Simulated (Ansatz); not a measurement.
`C1[SiH2]C[Se]1` at its PBE0-D4/def2-TZVP geometry, where that method's forces vanish. Total charge 0; spin multiplicity 1.

```xyz
10

C     1.1305    0.7630    0.3533
Si    0.3130   -0.7706   -0.3645
C    -1.4048   -0.0564   -0.0915
Se   -0.6131    1.2814    1.1340
H     1.8873    0.6078    1.1199
H     1.4686    1.5139   -0.3598
H     0.5429   -1.9537    0.5048
H     0.6750   -1.1298   -1.7659
H    -1.8695    0.4350   -0.9454
H    -2.1299   -0.6906    0.4151
```

Task: What forces (eV/Å) does ωB97M-V/def2-TZVPP give on these atoms in Ansatz? (An estimate is asked.)

Result: Ansatz gave: 
```
C1   0.059  0.033 -0.005
Si2  0.064 -0.157 -0.076
C3  -0.062 -0.006 -0.026
Se4 -0.013  0.029  0.023
H5  -0.061  0.006 -0.076
H6  -0.028 -0.075  0.064
H7  -0.027  0.134 -0.091
H8  -0.042  0.042  0.165
H9   0.044 -0.052  0.077
H10  0.067  0.047 -0.054
```
